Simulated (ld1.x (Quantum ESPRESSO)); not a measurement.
# Logarithmic derivatives: caesium, TM

| Item | Value |
| --- | --- |
| Element | caesium |
| Generator | ld1.x (Quantum ESPRESSO) 7.5 |
| Type | norm-conserving Troullier–Martins (Kleinman–Bylander form) |
| Functional | PBE |
| Relativity | scalar-relativistic |
| Frozen core | [Xe] |
| Valence charge | 1 |
| Reference configuration | 5d0 6s1 6p0 |
| Partial waves | 6p (bound, empty): rc 4.15 bohr; 5d (bound, empty): rc 4.20 bohr; 6s (bound): rc 4.10 bohr |
| Local potential | the s channel |
| Core correction | none |

The phase is arctan(r·u′/u) with u = r·R(r), unwrapped; energies in Ry, scanned from -2 to 5 Ry. A pole is an energy at which the radial function vanishes at the test radius. The pseudo phase is shifted by a multiple of π to meet the all-electron one at the reference energy, and phase errors are pseudo minus all-electron; the curves can meet again beyond the range given. Levels narrower than the energy grid can be missing from the lists of poles.

```json
{"channel": "s", "radius (bohr)": "4.53", "reference energy (Ry)": "-0.15", "poles, all-electron": "-1.96, 0.71, 3.84", "poles, pseudo": "0.61, 2.26, 4.65", "unbroken range about the reference energy with phases within 0.05 rad": "-1.9 to 0.8", "phase error 1 Ry above the reference energy (rad)": "-0.051"}
{"channel": "p", "radius (bohr)": "4.53", "reference energy (Ry)": "-0.05", "poles, all-electron": "-0.96, 1.30, 4.59", "poles, pseudo": "0.97", "unbroken range about the reference energy with phases within 0.05 rad": "-0.8 to 0.1", "phase error 1 Ry above the reference energy (rad)": "-0.088"}
{"channel": "d", "radius (bohr)": "4.53", "reference energy (Ry)": "-0.03", "poles, all-electron": "0.31, 2.45", "poles, pseudo": "0.33, 3.23", "unbroken range about the reference energy with phases within 0.05 rad": "below 0.7", "phase error 1 Ry above the reference energy (rad)": "+0.212"}
```

Note: ghost state, extra bound levels that the all-electron valence spectrum of the same l lacks: p at -105.0 eV. A true bound ghost makes a file unfit for plane-wave use.

Phases in the p channel:

```json
{"E (Ry)": "-2.00", "all-electron": "1.402", "pseudo": "-1.729"}
{"E (Ry)": "-1.52", "all-electron": "1.367", "pseudo": "-1.752"}
{"E (Ry)": "-1.04", "all-electron": "0.874", "pseudo": "-1.789"}
{"E (Ry)": "-0.56", "all-electron": "-1.841", "pseudo": "-1.863"}
{"E (Ry)": "-0.08", "all-electron": "-2.109", "pseudo": "-2.109"}
{"E (Ry)": "0.40", "all-electron": "-3.952", "pseudo": "-4.124"}
{"E (Ry)": "0.88", "all-electron": "-4.587", "pseudo": "-4.677"}
{"E (Ry)": "1.36", "all-electron": "-4.726", "pseudo": "-4.824"}
{"E (Ry)": "1.84", "all-electron": "-4.821", "pseudo": "-4.996"}
{"E (Ry)": "2.32", "all-electron": "-4.990", "pseudo": "-5.729"}
{"E (Ry)": "2.80", "all-electron": "-6.428", "pseudo": "-7.397"}
{"E (Ry)": "3.28", "all-electron": "-7.622", "pseudo": "-7.667"}
{"E (Ry)": "3.76", "all-electron": "-7.764", "pseudo": "-7.755"}
{"E (Ry)": "4.24", "all-electron": "-7.823", "pseudo": "-7.803"}
{"E (Ry)": "4.72", "all-electron": "-7.864", "pseudo": "-7.835"}
```
